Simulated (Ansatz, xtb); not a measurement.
## Two structures of C6H7BO

We compare a, `BC1=CC=C(C=O)C1`, a singlet, with b, a singlet given by its coordinates. Both are isolated molecules in the gas phase, relaxed with B3LYP/def2-SVP; the shapes shown needn't be the lowest conformers.

a (Å):

```yaml
atoms:
  - { symbol: C, position_ang: [-1.8839, -0.5159, -2.1988] }
  - { symbol: C, position_ang: [-2.0240, -0.9720, -0.9063] }
  - { symbol: C, position_ang: [-1.5856, 0.0324, 0.0396] }
  - { symbol: C, position_ang: [-1.1635, 1.1359, -0.6518] }
  - { symbol: C, position_ang: [-0.6442, 2.3750, -0.0616] }
  - { symbol: C, position_ang: [-1.3158, 0.8822, -2.1191] }
  - { symbol: B, position_ang: [-2.2479, -1.3095, -3.4592] }
  - { symbol: O, position_ang: [-0.2806, 3.3349, -0.7077] }
  - { symbol: H, position_ang: [-2.6973, -2.4254, -3.3499] }
  - { symbol: H, position_ang: [-2.0936, -0.8391, -4.5608] }
  - { symbol: H, position_ang: [-2.4118, -1.9549, -0.6299] }
  - { symbol: H, position_ang: [-1.5915, -0.0747, 1.1267] }
  - { symbol: H, position_ang: [-0.6028, 2.3807, 1.0586] }
  - { symbol: H, position_ang: [-1.9730, 1.6319, -2.5988] }
  - { symbol: H, position_ang: [-0.3514, 0.9759, -2.6531] }
```

b (Å):

```xyz
15

C    -1.6982    0.3278   -2.0054
C    -1.3987   -0.1356   -0.7279
C    -1.6807   -1.5211   -0.6803
C    -0.8998    0.9494    0.1247
C    -0.8893    2.0796   -0.6181
C    -1.3887    1.7939   -2.0215
B    -2.2245   -0.8898   -2.8551
O    -2.1267   -2.0147   -1.7697
H    -3.3937   -0.8209   -3.2077
H    -1.5149   -1.2234   -3.7940
H    -1.5583   -2.1982    0.1760
H    -0.5933    0.8595    1.1678
H    -0.5714    3.0666   -0.2776
H    -0.6404    2.0393   -2.7990
H    -2.2814    2.3916   -2.2871
```

Close contacts (Å): C1–C2 1.39, C1–C6 1.50, C1–B7 1.58, C2–C3 1.41, C2–C4 1.47, C3–O8 1.28, C4–C5 1.35, C5–C6 1.52, B7–O8 1.57, C3–H11 1.10, C4–H12 1.09, C5–H13 1.09, C6–H14 1.11, C6–H15 1.11, B7–H9 1.22, B7–H10 1.22.

Quicker runs give these differences E(b) − E(a): GFN2-xTB −22.8 kcal/mol; HF/STO-3G −35.2 kcal/mol (at GFN2-xTB geometries); r2SCAN-D4/def2-SVP −18.1 kcal/mol (at GFN2-xTB geometries).

Q: Estimate E(b) − E(a) at the level CCSD(T)/def2-SVP + ΔMP2/def2-TZVPP.

A: Calculated at CCSD(T)/def2-SVP + ΔMP2/def2-TZVPP: E(b) − E(a) = −12.2 kcal/mol, so structure b lies lower.

The same difference at several levels:

| level | geometry | E(b) − E(a) (kcal/mol) | departure from the last row (kcal/mol) | job, with rough time for the two |
| --- | --- | --- | --- | --- |
| GFN2-xTB | GFN2-xTB | −22.8 | −10.7 | optimisation, 0.38 s |
| HF/STO-3G | GFN2-xTB | −35.2 | −23.1 | single point, 0.68 s |
| r2SCAN-D4/def2-SVP | GFN2-xTB | −18.1 | −5.9 | single point, 8.7 s |
| B3LYP/def2-SVP | B3LYP/def2-SVP | −13.7 | −1.5 | optimisation, 72 s |
| HF/def2-SVP | B3LYP/def2-SVP | −3.8 | +8.4 | part of the CCSD(T) run |
| MP2/def2-SVP | B3LYP/def2-SVP | −10.6 | +1.6 | part of the CCSD(T) run |
| CCSD(T)/def2-SVP | B3LYP/def2-SVP | −11.8 | +0.3 | single point |
| CCSD(T)/def2-SVP + ΔMP2/def2-TZVPP | B3LYP/def2-SVP | −12.2 |  | single point, 3.8 min |

The levels shown agree on the order. The largest departure from CCSD(T)/def2-SVP + ΔMP2/def2-TZVPP is that of HF/STO-3G, 23.1 kcal/mol. The last row adds to CCSD(T) the change of the MP2 difference between the two basis sets, here −0.3 kcal/mol.

With thermal terms from frequencies at re-optimised GFN2-xTB minima (ideal gas, soft modes damped towards free rotors, one conformer each, 298.15 K, 1 atm): the zero-point term adds +1.7 kcal/mol; ΔH is −11.5 and ΔG −9.1 kcal/mol.

The correlated steps freeze 8 core orbitals. Codes used: Ansatz 0.2.0, xtb 6.7.1; the last row on 2 threads of Arm Neoverse V1 on a shared host.
